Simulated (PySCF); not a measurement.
SMILES [N](CC)C, doublet, PBE0/def2-SVP optimised geometry.

```
12

C     -1.28    -0.75     1.18
C     -0.70     0.02     0.00
N      0.72     0.02     0.00
C      1.28     0.73    -1.10
H     -2.38    -0.73     1.16
H     -0.95    -1.79     1.16
H     -0.94    -0.31     2.13
H     -1.08    -0.40    -0.96
H     -1.08     1.07     0.00
H      2.38     0.71    -1.07
H      0.95     1.79    -1.11
H      0.96     0.31    -2.07
```

Density from unrestricted PBE0/def2-TZVP (PySCF) at that geometry.

Minimum of the electron density along straight lines between bonded atoms, close to the bond critical point (lines longer than 1.1 times the sum of covalent radii, or with two minima, are not listed):

```tsv
bond	length / Å	ρ at the minimum / e bohr⁻³	∇²ρ there / e bohr⁻⁵	position (fraction from the first atom)
C1–C2	1.517	0.253	___	0.49
C2–N3	1.428	0.292	-0.82	0.40
N3–C4	1.424	0.293	-0.83	0.60
C1–H5	1.101	0.271	-0.91	0.64
C1–H6	1.100	0.272	-0.92	0.64
C1–H7	1.100	0.272	-0.92	0.64
C2–H8	1.113	0.266	-0.88	0.64
C2–H9	1.113	0.266	-0.88	0.64
C4–H10	1.100	0.277	-0.96	0.64
C4–H11	1.110	0.266	-0.88	0.64
C4–H12	1.110	0.266	-0.88	0.64
```

Task: Complete the blanks.

Result: 
- C1–C2, ∇²ρ there / e bohr⁻⁵: -0.65
